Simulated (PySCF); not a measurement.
# Bond length, frequency and bond energy of NaSb⁻ by level of theory

State: ⁴Σ⁻ (quartet), unpaired electrons σ ↑, π ↑↑. Set-up: PySCF, scalar-relativistic core potentials, basis sets Na def2-SVPD, Sb def2-SVPD with ECP28. De refers to Na + Sb⁻ in their high-spin ground configurations, without counterpoise correction. The functionals are run spin-unrestricted. A positive dipole points towards Sb; it is taken about the centre of mass and depends on that origin.

```tsv
Level	Re (Å)	ωe (cm⁻¹)	De (eV)	μ (D)
PBE	3.166	141	n/a	8.34
PBEsol	3.136	145	n/a	8.24
BLYP	3.197	135	n/a	8.17
r²SCAN	3.165	143	n/a	8.19
PBE0	3.140	148	n/a	8.12
MN15	3.171	136	n/a	6.22
```

What does the step from GGA to meta-GGA do here, going from PBE to r²SCAN?

r²SCAN less PBE: -0.1 pm in Re, +1.4 % in ωe. 

These are scalar-relativistic numbers at best; spin–orbit coupling would shift them, the dissociation energy most. Counting both spins, an empty level lies below a filled one in some of these solutions, because spin and occupation are held. The highest Kohn–Sham level is positive in this anion. Much of that is self-interaction error, but it also means that the finite basis helps to hold the extra electron. The state was picked by a PBE0 search and need not be the measured ground state.

The whole job (state search and all levels along the bond) took about 2.2 min on 1 thread of AMD EPYC 7R13 (shared host), peak memory 0.6 GiB.
